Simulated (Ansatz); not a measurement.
Ansatz (a quantum-chemistry and plane-wave program) input for H4PbSSi, SMILES [SiH3][Pb][SH] (connectivity only; charge and spin as stated), neutral, multiplicity 1, B3LYP-D3(BJ)/def2-SVP. 

Ansatz 0.2 input:
```yaml
crystal:
  periodic: [false, false, false]
  atoms:
    - {symbol: Pb, position_ang: [0.09299546, 0.13130905, 0.50195791]}
    - {symbol: S, position_ang: [0.42047937, 1.42175039, -1.63782547]}
    - {symbol: H, position_ang: [0.91321694, 2.54793158, -1.14160612]}
    - {symbol: Si, position_ang: [-0.86063606, -2.03228421, -0.76600033]}
    - {symbol: H, position_ang: [0.17458088, -2.97242506, -1.20378638]}
    - {symbol: H, position_ang: [-1.65709418, -1.77927427, -1.96228271]}
    - {symbol: H, position_ang: [-1.73509650, -2.85960213, 0.07633910]}
basis:
  gaussian:
    orbitals: def2-SVP
hamiltonian:
  xc: b3lyp
  dispersion: d3bj
relax: {f_tol: 0.002, max_steps: 200}
```

It prints:

```
WARN ansatz: RAYON_NUM_THREADS=1 ignored (pool sized by the plan → 1); use --threads N
Functional definition: B3LYP
integrals: 0.03 GiB planned
925 factors; integrals over basis functions are off by at most 3.3e-4 eV
mean field: 0.31 GiB planned
mean field evaluation 1: about -24022.1333 eV, gradient 2.2e1 eV
mean field evaluation 2: about -24013.8174 eV, gradient 5.2e1 eV
mean field evaluation 4: about -24024.1389 eV, gradient 2.6e0 eV
mean field evaluation 8: about -24024.1731 eV, gradient 3.1e-2 eV
mean field -24024.17311516 eV, -882.8720778127 hartree, gradient 1.7e-5 eV, S^2 0.000000; 0 other end points of the search recorded, 0 dependent functions left out
the calculation of the forces begins
reference -24024.17336372 eV, -882.8720869473 hartree; 28, 28 occupied and 54, 54 virtual orbitals, 925 factors
relax step   1: F+E_penalty+E_count = -24024.52526555 eV  Δ(F+E_penalty+E_count) = +0.000e0 eV  max|allowed force component| = 9.049e-1 eV/Å  Δτ_max = 0.0000 Å  (26 SCF iters, accepted)
these checks for a lower state are left out or cut short: starts, cluster_reference, orbital_swaps, neighbouring_geometries, increment
integrals: 0.03 GiB planned
925 factors; integrals over basis functions are off by at most 3.6e-4 eV
mean field: 0.31 GiB planned
mean field evaluation 16: about -24023.8797 eV, gradient 1.7e1 eV
mean field -24024.13910713 eV, -882.8708280407 hartree, gradient 1.3e-5 eV, S^2 0.000000; 0 other end points of the search recorded, 0 dependent functions left out
the calculation of the forces begins
reference -24024.13935612 eV, -882.8708371908 hartree; 28, 28 occupied and 54, 54 virtual orbitals, 925 factors
relax step   2: F+E_penalty+E_count = -24024.49015268 eV  Δ(F+E_penalty+E_count) = +3.511e-2 eV  max|allowed force component| = 1.123e0 eV/Å  Δτ_max = 0.1918 Å  (28 SCF iters, rejected (line search))
these checks for a lower state are left out or cut short: starts, cluster_reference, orbital_swaps, neighbouring_geometries, increment
integrals: 0.03 GiB planned
925 factors; integrals over basis functions are off by at most 3.5e-4 eV
mean field: 0.31 GiB planned
mean field -24024.28394792 eV, -882.8761508416 hartree, gradient 1.1e-5 eV, S^2 0.000000; 0 other end points of the search recorded, 0 dependent functions left out
the calculation of the forces begins
reference -24024.28419663 eV, -882.8761599815 hartree; 28, 28 occupied and 54, 54 virtual orbitals, 925 factors
relax step   3: F+E_penalty+E_count = -24024.63360348 eV  Δ(F+E_penalty+E_count) = -1.083e-1 eV  max|allowed force component| = 2.158e-1 eV/Å  Δτ_max = 0.0953 Å  (28 SCF iters, accepted)
these checks for a lower state are left out or cut short: starts, cluster_reference, orbital_swaps, neighbouring_geometries, increment
integrals: 0.03 GiB planned
925 factors; integrals over basis functions are off by at most 3.6e-4 eV
mean field: 0.31 GiB planned
mean field evaluation 32: about -24024.2972 eV, gradient 6.5e-2 eV
mean field -24024.29720771 eV, -882.8766381298 hartree, gradient 1.1e-5 eV, S^2 0.000000; 0 other end points of the search recorded, 0 dependent functions left out
the calculation of the forces begins
reference -24024.29745705 eV, -882.8766472928 hartree; 28, 28 occupied and 54, 54 virtual orbitals, 925 factors
relax step   4: F+E_penalty+E_count = -24024.64806589 eV  Δ(F+E_penalty+E_count) = -1.446e-2 eV  max|allowed force component| = 1.045e-1 eV/Å  Δτ_max = 0.0589 Å  (28 SCF iters, accepted)
these checks for a lower state are left out or cut short: starts, cluster_reference, orbital_swaps, neighbouring_geometries, increment
integrals: 0.03 GiB planned
925 factors; integrals over basis functions are off by at most 3.7e-4 eV
mean field: 0.31 GiB planned
mean field -24024.29450106 eV, -882.8765386621 hartree, gradient 8.4e-6 eV, S^2 0.000000; 0 other end points of the search recorded, 0 dependent functions left out
the calculation of the forces begins
reference -24024.29475038 eV, -882.8765478246 hartree; 28, 28 occupied and 54, 54 virtual orbitals, 925 factors
relax step   5: F+E_penalty+E_count = -24024.64638125 eV  Δ(F+E_penalty+E_count) = +1.685e-3 eV  max|allowed force component| = 2.373e-1 eV/Å  Δτ_max = 0.0877 Å  (29 SCF iters, rejected (line search))
these checks for a lower state are left out or cut short: starts, cluster_reference, orbital_swaps, neighbouring_geometries, increment
integrals: 0.03 GiB planned
925 factors; integrals over basis functions are off by at most 3.6e-4 eV
[...]
the calculation of the forces begins
reference -24024.29926774 eV, -882.8767138347 hartree; 28, 28 occupied and 54, 54 virtual orbitals, 925 factors
relax step  28: F+E_penalty+E_count = -24024.65421929 eV  Δ(F+E_penalty+E_count) = -7.180e-6 eV  max|allowed force component| = 1.038e-2 eV/Å  Δτ_max = 0.0294 Å  (28 SCF iters, accepted)
these checks for a lower state are left out or cut short: starts, cluster_reference, orbital_swaps, neighbouring_geometries, increment
integrals: 0.03 GiB planned
925 factors; integrals over basis functions are off by at most 4.1e-4 eV
mean field: 0.31 GiB planned
mean field -24024.29902939 eV, -882.8767050752 hartree, gradient 1.5e-5 eV, S^2 0.000000; 0 other end points of the search recorded, 0 dependent functions left out
the calculation of the forces begins
reference -24024.29927894 eV, -882.8767142462 hartree; 28, 28 occupied and 54, 54 virtual orbitals, 925 factors
relax step  29: F+E_penalty+E_count = -24024.65422552 eV  Δ(F+E_penalty+E_count) = -6.229e-6 eV  max|allowed force component| = 7.074e-3 eV/Å  Δτ_max = 0.0068 Å  (24 SCF iters, accepted)
these checks for a lower state are left out or cut short: starts, cluster_reference, orbital_swaps, neighbouring_geometries, increment
integrals: 0.03 GiB planned
925 factors; integrals over basis functions are off by at most 4.2e-4 eV
mean field: 0.31 GiB planned
mean field -24024.29898860 eV, -882.8767035765 hartree, gradient 2.6e-5 eV, S^2 0.000000; 0 other end points of the search recorded, 0 dependent functions left out
the calculation of the forces begins
reference -24024.29923760 eV, -882.8767127269 hartree; 28, 28 occupied and 54, 54 virtual orbitals, 925 factors
relax step  30: F+E_penalty+E_count = -24024.65422808 eV  Δ(F+E_penalty+E_count) = -2.561e-6 eV  max|allowed force component| = 5.298e-3 eV/Å  Δτ_max = 0.0259 Å  (27 SCF iters, accepted)
these checks for a lower state are left out or cut short: starts, cluster_reference, orbital_swaps, neighbouring_geometries, increment
integrals: 0.03 GiB planned
925 factors; integrals over basis functions are off by at most 4.3e-4 eV
mean field: 0.31 GiB planned
mean field -24024.29912541 eV, -882.8767086041 hartree, gradient 8.6e-6 eV, S^2 0.000000; 0 other end points of the search recorded, 0 dependent functions left out
the calculation of the forces begins
reference -24024.29937405 eV, -882.8767177414 hartree; 28, 28 occupied and 54, 54 virtual orbitals, 925 factors
relax step  31: F+E_penalty+E_count = -24024.65423104 eV  Δ(F+E_penalty+E_count) = -2.959e-6 eV  max|allowed force component| = 6.706e-3 eV/Å  Δτ_max = 0.0197 Å  (28 SCF iters, accepted)
these checks for a lower state are left out or cut short: starts, cluster_reference, orbital_swaps, neighbouring_geometries, increment
integrals: 0.03 GiB planned
925 factors; integrals over basis functions are off by at most 4.3e-4 eV
mean field: 0.31 GiB planned
mean field evaluation 224: about -24024.2990 eV, gradient 1.6e-5 eV
mean field -24024.29903899 eV, -882.8767054283 hartree, gradient 1.6e-5 eV, S^2 0.000000; 0 other end points of the search recorded, 0 dependent functions left out
the calculation of the forces begins
reference -24024.29928766 eV, -882.8767145664 hartree; 28, 28 occupied and 54, 54 virtual orbitals, 925 factors
relax step  32: F+E_penalty+E_count = -24024.65423373 eV  Δ(F+E_penalty+E_count) = -2.695e-6 eV  max|allowed force component| = 5.683e-3 eV/Å  Δτ_max = 0.0052 Å  (22 SCF iters, accepted)
these checks for a lower state are left out or cut short: starts, cluster_reference, orbital_swaps, neighbouring_geometries, increment
integrals: 0.03 GiB planned
925 factors; integrals over basis functions are off by at most 4.3e-4 eV
mean field: 0.31 GiB planned
mean field -24024.29905719 eV, -882.8767060968 hartree, gradient 1.1e-5 eV, S^2 0.000000; 0 other end points of the search recorded, 0 dependent functions left out
the calculation of the forces begins
reference -24024.29930595 eV, -882.8767152389 hartree; 28, 28 occupied and 54, 54 virtual orbitals, 925 factors
relax step  33: F+E_penalty+E_count = -24024.65423702 eV  Δ(F+E_penalty+E_count) = -3.293e-6 eV  max|allowed force component| = 3.570e-3 eV/Å  Δτ_max = 0.0056 Å  (23 SCF iters, accepted)
these checks for a lower state are left out or cut short: starts, cluster_reference, orbital_swaps, neighbouring_geometries, increment
integrals: 0.03 GiB planned
925 factors; integrals over basis functions are off by at most 4.3e-4 eV
mean field: 0.31 GiB planned
mean field -24024.29905863 eV, -882.8767061497 hartree, gradient 7.5e-5 eV, S^2 0.000000; 0 other end points of the search recorded, 0 dependent functions left out
the calculation of the forces begins
reference -24024.29930734 eV, -882.8767152900 hartree; 28, 28 occupied and 54, 54 virtual orbitals, 925 factors
relax step  34: F+E_penalty+E_count = -24024.65423745 eV  Δ(F+E_penalty+E_count) = -4.219e-7 eV  max|allowed force component| = 3.086e-3 eV/Å  Δτ_max = 0.0025 Å  (20 SCF iters, accepted)
these checks for a lower state are left out or cut short: starts, cluster_reference, orbital_swaps, neighbouring_geometries, increment
integrals: 0.03 GiB planned
925 factors; integrals over basis functions are off by at most 4.3e-4 eV
mean field: 0.31 GiB planned
mean field -24024.29905599 eV, -882.8767060528 hartree, gradient 4.0e-5 eV, S^2 0.000000; 0 other end points of the search recorded, 0 dependent functions left out
the calculation of the forces begins
reference -24024.29930467 eV, -882.8767151919 hartree; 28, 28 occupied and 54, 54 virtual orbitals, 925 factors
relax step  35: F+E_penalty+E_count = -24024.65423780 eV  Δ(F+E_penalty+E_count) = -3.514e-7 eV  max|allowed force component| = 1.791e-3 eV/Å  Δτ_max = 0.0016 Å  (20 SCF iters, accepted)
these checks for a lower state are left out or cut short: starts, cluster_reference, orbital_swaps, neighbouring_geometries, increment
integrals: 0.03 GiB planned
925 factors; integrals over basis functions are off by at most 4.3e-4 eV
mean field: 0.31 GiB planned
mean field -24024.29905463 eV, -882.8767060029 hartree, gradient 1.5e-5 eV, S^2 0.000000; 0 other end points of the search recorded, 0 dependent functions left out
the calculation of the forces begins
reference -24024.29930325 eV, -882.8767151395 hartree; 28, 28 occupied and 54, 54 virtual orbitals, 925 factors
relax step  36: F+E_penalty+E_count = -24024.65423812 eV  Δ(F+E_penalty+E_count) = -3.195e-7 eV  max|allowed force component| = 1.415e-3 eV/Å  Δτ_max = 0.0033 Å  (23 SCF iters, accepted)
integrals: 0.03 GiB planned
925 factors; integrals over basis functions are off by at most 4.3e-4 eV
mean field: 0.31 GiB planned
mean field evaluation 256: about -24024.2991 eV, gradient 8.8e-3 eV
mean field -24024.29905463 eV, -882.8767060029 hartree, gradient 1.5e-5 eV, S^2 0.000000; 1 other end points of the search recorded, 0 dependent functions left out
the calculation of the forces begins
reference -24024.29930325 eV, -882.8767151395 hartree; 28, 28 occupied and 54, 54 virtual orbitals, 925 factors
Total energy: -24024.65448673 eV, -882.8897678918 hartree
Atom 0 at     0.536726    -0.002593     0.470479 Å, force    -0.000405     0.000163    -0.000767 eV/Å
Atom 1 at     0.082190     1.452750    -1.586567 Å, force    -0.000366    -0.001415     0.000399 eV/Å
Atom 2 at     0.707621     2.557636    -1.111707 Å, force     0.000519     0.000952     0.000310 eV/Å
Atom 3 at    -0.801630    -2.070104    -0.802271 Å, force     0.000205     0.000132     0.000322 eV/Å
Atom 4 at     0.115333    -3.239460    -1.004743 Å, force    -0.000269     0.000153    -0.000054 eV/Å
Atom 5 at    -1.350014    -1.679720    -2.137461 Å, force    -0.000022    -0.000190    -0.000005 eV/Å
Atom 6 at    -1.941780    -2.561103     0.039066 Å, force     0.000339     0.000205    -0.000205 eV/Å
Dipole moment:     0.298132     0.146165     0.520363 e Å
```

The calculation finished and met its thresholds.
